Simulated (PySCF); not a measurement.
Record of a relaxation.

Compound: ReOCl4 (doublet state).
Atom-mapped SMILES: `[O:1]=[Re:2]([Cl:3])([Cl:4])([Cl:5])[Cl:6]`

Computed by this run: PBE0-D3(BJ)/def2-SVP geometry optimisation, gas phase, def2 core potentials past Kr (PySCF 2.14.0); unrestricted, density fitting, grid level 1; the optimiser is geomeTRIC in internal coordinates, started from a GFN2-xTB structure with every atom displaced at random (about 0.01 Å). The frame can shift and turn from step to step; on so coarse a grid that alone can change the energy by a few meV, and forces under 0.02 eV/Å are noise.

Step 0: E = -54236.2990 eV, largest atomic force 1.880 eV/Å
```
atom  x, y, z in Å  |  force x, y, z in eV/Å
O1     -0.575   -0.902   -1.532   -0.267  -0.034  -0.216
Re2    -0.070   -0.099   -0.170   -0.051  -0.136  -1.026
Cl3     1.696   -1.498    0.137    0.723  -0.417   0.144
Cl4    -0.648   -0.567    1.882   -0.871  -0.697   1.513
Cl5    -1.741    1.457   -0.217   -0.400   0.369   0.029
Cl6     1.361    1.579   -0.145    0.865   0.915  -0.443
```

Step 1: E = -54236.5247 eV, largest atomic force 0.849 eV/Å
```
atom  x, y, z in Å  |  force x, y, z in eV/Å
O1     -0.632   -0.916   -1.484    0.300   0.379   0.347
Re2    -0.047   -0.081   -0.165   -0.519  -0.617  -0.265
Cl3     1.761   -1.459    0.167    0.148  -0.023   0.094
Cl4    -0.762   -0.686    1.878   -0.188  -0.196   0.057
Cl5    -1.718    1.498   -0.189   -0.001   0.146   0.108
Cl6     1.423    1.613   -0.253    0.259   0.311  -0.342
```

Step 2: E = -54236.5826 eV, largest atomic force 0.358 eV/Å
```
atom  x, y, z in Å  |  force x, y, z in eV/Å
O1     -0.635   -0.893   -1.473    0.105  -0.060  -0.214
Re2    -0.046   -0.084   -0.157   -0.076   0.033   0.349
Cl3     1.783   -1.445    0.200   -0.054   0.104   0.041
Cl4    -0.810   -0.751    1.858   -0.093  -0.124  -0.036
Cl5    -1.705    1.517   -0.151    0.110   0.029   0.117
Cl6     1.437    1.624   -0.321    0.008   0.018  -0.256
```

Step 3: E = -54236.6600 eV, largest atomic force 0.381 eV/Å
```
atom  x, y, z in Å  |  force x, y, z in eV/Å
O1     -0.590   -0.875   -1.466   -0.075  -0.048  -0.234
Re2    -0.048   -0.075   -0.130    0.244   0.234   0.175
Cl3     1.801   -1.387    0.271   -0.046   0.165   0.098
Cl4    -0.898   -0.889    1.809   -0.046  -0.009  -0.062
Cl5    -1.671    1.557   -0.047    0.123  -0.111   0.094
Cl6     1.430    1.640   -0.483   -0.200  -0.231  -0.071
```

Step 4: E = -54236.7073 eV, largest atomic force 0.434 eV/Å
```
atom  x, y, z in Å  |  force x, y, z in eV/Å
O1     -0.575   -0.825   -1.470    0.079  -0.264  -0.083
Re2    -0.037   -0.082   -0.102    0.091   0.374  -0.200
Cl3     1.874   -1.228    0.430   -0.098  -0.044   0.079
Cl4    -1.014   -1.068    1.707    0.103   0.039  -0.069
Cl5    -1.614    1.559    0.102   -0.023   0.096   0.170
Cl6     1.390    1.615   -0.713   -0.151  -0.201   0.103
```

Step 5: E = -54236.7205 eV, largest atomic force 0.188 eV/Å
```
atom  x, y, z in Å  |  force x, y, z in eV/Å
O1     -0.545   -0.844   -1.473   -0.064  -0.122  -0.114
Re2    -0.041   -0.066   -0.111    0.124   0.091  -0.101
Cl3     1.841   -1.223    0.485    0.104   0.070  -0.011
Cl4    -0.996   -1.095    1.683   -0.140   0.124   0.017
Cl5    -1.607    1.585    0.134   -0.013  -0.021   0.118
Cl6     1.371    1.614   -0.763   -0.012  -0.143   0.092
```

Step 6: E = -54236.7181 eV, largest atomic force 0.287 eV/Å
```
atom  x, y, z in Å  |  force x, y, z in eV/Å
O1     -0.532   -0.885   -1.465   -0.107   0.152  -0.016
Re2    -0.048   -0.061   -0.119    0.067  -0.266  -0.084
Cl3     1.848   -1.202    0.475   -0.050  -0.052   0.151
Cl4    -1.051   -1.056    1.665    0.044  -0.005   0.062
Cl5    -1.599    1.606    0.156    0.094  -0.002  -0.052
Cl6     1.406    1.567   -0.757   -0.049   0.173  -0.061
```

Step 7: E = -54236.7289 eV, largest atomic force 0.152 eV/Å
```
atom  x, y, z in Å  |  force x, y, z in eV/Å
O1     -0.545   -0.867   -1.478   -0.022   0.058   0.050
Re2    -0.042   -0.069   -0.122   -0.002  -0.117  -0.097
Cl3     1.842   -1.217    0.497   -0.027   0.017   0.043
Cl4    -1.038   -1.055    1.672   -0.008  -0.008   0.030
Cl5    -1.587    1.602    0.152    0.040   0.005  -0.005
Cl6     1.394    1.577   -0.765    0.019   0.045  -0.021
```

Step 8: E = -54236.7318 eV, largest atomic force 0.034 eV/Å
```
atom  x, y, z in Å  |  force x, y, z in eV/Å
O1     -0.553   -0.862   -1.480   -0.008  -0.021  -0.011
Re2    -0.041   -0.072   -0.125   -0.028  -0.017  -0.009
Cl3     1.835   -1.206    0.533    0.012  -0.001   0.015
Cl4    -1.053   -1.066    1.659   -0.018   0.012   0.005
Cl5    -1.563    1.614    0.163    0.023   0.016   0.008
Cl6     1.399    1.562   -0.797    0.018   0.011  -0.009
```

Step 9: E = -54236.7335 eV, largest atomic force 0.081 eV/Å
```
atom  x, y, z in Å  |  force x, y, z in eV/Å
O1     -0.561   -0.867   -1.480    0.021  -0.019   0.012
Re2    -0.038   -0.076   -0.128   -0.079  -0.006   0.012
Cl3     1.821   -1.196    0.596   -0.007   0.023  -0.013
Cl4    -1.098   -1.065    1.636    0.016  -0.002  -0.011
Cl5    -1.511    1.646    0.186    0.007   0.029  -0.009
Cl6     1.412    1.528   -0.854    0.042  -0.025   0.010
```

Step 10: E = -54236.7330 eV, largest atomic force 0.089 eV/Å
```
atom  x, y, z in Å  |  force x, y, z in eV/Å
O1     -0.571   -0.873   -1.481    0.029  -0.033   0.011
Re2    -0.044   -0.079   -0.133   -0.042   0.045   0.064
Cl3     1.797   -1.184    0.652    0.006  -0.013  -0.025
Cl4    -1.131   -1.056    1.623   -0.013   0.011  -0.034
Cl5    -1.469    1.681    0.183    0.028  -0.006  -0.019
Cl6     1.442    1.481   -0.888   -0.007  -0.004   0.003
```

Step 11: E = -54236.7335 eV, largest atomic force 0.071 eV/Å
```
atom  x, y, z in Å  |  force x, y, z in eV/Å
O1     -0.568   -0.883   -1.474    0.004  -0.024  -0.041
Re2    -0.044   -0.078   -0.131   -0.001   0.023   0.067
Cl3     1.786   -1.186    0.671    0.003  -0.013  -0.004
Cl4    -1.158   -1.047    1.613   -0.004   0.007  -0.008
Cl5    -1.446    1.699    0.175   -0.006   0.005  -0.011
Cl6     1.454    1.465   -0.897    0.003   0.002  -0.003
```

Step 12: E = -54236.7342 eV, largest atomic force 0.023 eV/Å
```
atom  x, y, z in Å  |  force x, y, z in eV/Å
O1     -0.560   -0.886   -1.474    0.001   0.016   0.005
Re2    -0.045   -0.078   -0.129    0.019  -0.007  -0.011
Cl3     1.782   -1.198    0.665    0.000  -0.005   0.012
Cl4    -1.161   -1.035    1.617   -0.002  -0.001   0.001
Cl5    -1.451    1.699    0.158   -0.015   0.003  -0.006
Cl6     1.459    1.467   -0.881   -0.004  -0.005  -0.001
```

Step 13: E = -54236.7342 eV, largest atomic force 0.021 eV/Å
```
atom  x, y, z in Å  |  force x, y, z in eV/Å
O1     -0.556   -0.886   -1.475    0.001   0.009   0.007
Re2    -0.044   -0.078   -0.129    0.016   0.000  -0.014
Cl3     1.778   -1.200    0.674   -0.002   0.002   0.007
Cl4    -1.167   -1.031    1.615   -0.006  -0.003   0.004
Cl5    -1.450    1.702    0.151   -0.006  -0.006  -0.006
Cl6     1.464    1.463   -0.880   -0.003  -0.003   0.002
```

Question: Summarise the path.

Answer: The energy falls by 42.00 kJ/mol from step 0 to step 13; nine tenths of that is first reached at step 4. It rises by more than 0.2 meV at steps 6 and 10. The largest force goes from 1.880 to 0.021 eV/Å. Among the bonds Re2–Cl4 changes most, from 2.182 to 2.283 Å; the atoms move by 0.540 Å rms after alignment.

Question: Follow the three bonds and two angles with the largest change from start to end.

Answer: 
```
step  E above end (kJ/mol)  largest force (eV/Å)  Re2–Cl4 (Å)  Re2–Cl6 (Å)  Re2–Cl3 (Å)  Cl4–Re2–Cl6 (°)  Cl3–Re2–Cl5 (°)
   0                 42.00                 1.880        2.182        2.205        2.274            108.9            172.0
   1                 20.22                 0.849        2.248        2.245        2.298            116.5            170.2
   2                 14.63                 0.358        2.256        2.268        2.307            120.6            168.4
   3                  7.16                 0.381        2.268        2.293        2.303            129.9            164.5
   4                  2.60                 0.434        2.280        2.300        2.290            142.7            156.1
   5                  1.32                 0.188        2.278        2.289        2.289            144.5            154.1
   6                  1.56                 0.287        2.275        2.274        2.291            144.6            152.9
   7                  0.52                 0.152        2.277        2.277        2.292            144.2            152.5
   8                  0.24                 0.034        2.280        2.279        2.289            145.5            150.9
   9                  0.07                 0.081        2.283        2.281        2.288            147.8            148.0
  10                  0.12                 0.089        2.285        2.282        2.286            148.9            145.8
  11                  0.07                 0.071        2.284        2.283        2.285            149.6            145.3
  12                  0.00                 0.023        2.283        2.283        2.285            149.1            146.1
  13                  0.00                 0.021        2.283        2.283        2.285            149.1            146.1
```

What follows is the cost of the whole optimisation. The run took 3.2 min on one thread of an Arm Neoverse V1, no GPU, shared host with 32 logical CPUs at a one-minute load of 15, and the process peaked at 0.52 GiB of memory.
